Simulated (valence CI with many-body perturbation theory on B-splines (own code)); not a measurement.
# Level structure of Pm XL

Calculated by valence CI with perturbative core correlation (CI+MBPT): four valence electrons over a frozen Dirac-Fock core [Ar], radial functions for each j: 7 s, 7 p, 8 d, 6 f, 4 g, 1 h, with the one-electron correlation potential Σ1, the two-electron term Σ2, the three-electron term Σ3, Breit, model QED; selected CI, second order for the rest, scaled by the run's own slope (own B-spline code, finite nucleus).

No measured spectrum was set against this ion. As an estimate, large intervals hold to a few tenths of a per cent, small ones and those within an open d or f shell to about a per cent. Only levels of the ground parity were solved; by the run's estimate the other parity begins above the list, which can be wrong where configurations are misplaced.

Levels 1 to 31 of 31, with energies above the lowest level, (3d3/2^4) J=0. "Leading %" is the weight of the configuration and term that name the level; weights of strongly mixed levels are sums over their largest components and can fall short, so below about 35 % the name and the second component can differ from the true leading terms, or belong to a minority configuration. In the jj column 3d3/2^4 stands for four electrons in 3d with j = 3/2.

```csv
No.,Configuration,Term,J,E (cm⁻¹),Leading %,Second component,g,Leading jj
1,3d4,3P,0,0,56,32 % 3d4 5D,,3d3/2^4 (97 %)
2,3d4,5D,1,175980,65,35 % 3d4 3P,1.493,3d3/2^3 3d5/2 (97 %)
3,3d4,5D,2,252180,56,13 % 3d4 3F,1.300,3d3/2^3 3d5/2 (79 %)
4,3d4,3F,4,254060,30,22 % 3d4 3H,1.099,3d3/2^3 3d5/2 (96 %)
5,3d4,5D,3,278770,35,27 % 3d4 3F,1.204,3d3/2^3 3d5/2 (83 %)
6,3d4,5D,0,409810,63,20 % 3d4 1S,,3d3/2^2 3d5/2^2 (95 %)
7,3d4,5D,4,426930,41,40 % 3d4 3H,1.153,3d3/2^2 3d5/2^2 (93 %)
8,3d4,5D,2,430110,33,29 % 3d4 3F,1.123,3d3/2^2 3d5/2^2 (83 %)
9,3d4,3G,3,441820,43,43 % 3d4 5D,1.105,3d3/2^2 3d5/2^2 (82 %)
10,3d4,3H,5,468700,69,31 % 3d4 3G,1.078,3d3/2^2 3d5/2^2 (100 %)
11,3d4,3H,6,487620,53,47 % 3d4 1I,1.081,3d3/2^2 3d5/2^2 (98 %)
12,3d4,3P,1,487970,48,33 % 3d4 3D,1.167,3d3/2^2 3d5/2^2 (90 %)
13,3d4,3G,4,517350,59,36 % 3d4 1G,1.028,3d3/2^2 3d5/2^2 (96 %)
14,3d4,3F,3,522070,43,31 % 3d4 3D,1.113,3d3/2^2 3d5/2^2 (92 %)
15,3d4,3D,2,527020,37,30 % 3d4 3P,1.112,3d3/2^2 3d5/2^2 (94 %)
16,3d4,3F,2,601620,43,30 % 3d4 3P,1.007,3d3/2^2 3d5/2^2 (88 %)
17,3d4,3F,4,620540,54,23 % 3d4 5D,1.222,3d3/2^2 3d5/2^2 (63 %)
18,3d4,3F,3,676780,46,21 % 3d4 5D,1.139,3d3/2 3d5/2^3 (93 %)
19,3d4,1G,4,684240,33,31 % 3d4 3F,1.108,3d3/2 3d5/2^3 (61 %)
20,3d4,3P,2,699520,50,26 % 3d4 1D,1.244,3d3/2^2 3d5/2^2 (82 %)
21,3d4,3D,1,708430,62,24 % 3d4 3P,0.878,3d3/2 3d5/2^3 (93 %)
22,3d4,3G,5,709070,69,31 % 3d4 3H,1.141,3d3/2 3d5/2^3 (100 %)
23,3d4,1I,6,716670,53,47 % 3d4 3H,1.071,3d3/2 3d5/2^3 (98 %)
24,3d4,3P,0,742130,56,44 % 3d4 1S,,3d3/2 3d5/2^3 (66 %)
25,3d4,3F,2,765670,54,38 % 3d4 3P,1.032,3d3/2 3d5/2^3 (82 %)
26,3d4,1F,3,776900,38,35 % 3d4 3D,1.088,3d3/2 3d5/2^3 (96 %)
27,3d4,1S,0,861690,64,32 % 3d4 3P,,3d3/2^2 3d5/2^2 (57 %)
28,3d4,3F,3,865230,67,30 % 3d4 1F,1.058,3d3/2 3d5/2^3 (99 %)
29,3d4,3P,1,869410,93,6 % 3d4 3D,1.435,3d3/2 3d5/2^3 (97 %)
30,3d4,1G,4,874660,74,19 % 3d4 3F,1.036,3d3/2 3d5/2^3 (90 %)
31,3d4,1D,2,897820,65,24 % 3d4 3P,1.094,3d3/2 3d5/2^3 (65 %)
```

The ionisation energy to 3d3 4F_3/2 of the next ion comes out as 2892.4 eV (NIST: 2892 ± 4 eV (theoretical)). All 31 levels together are meant to be complete up to 933950 cm⁻¹.
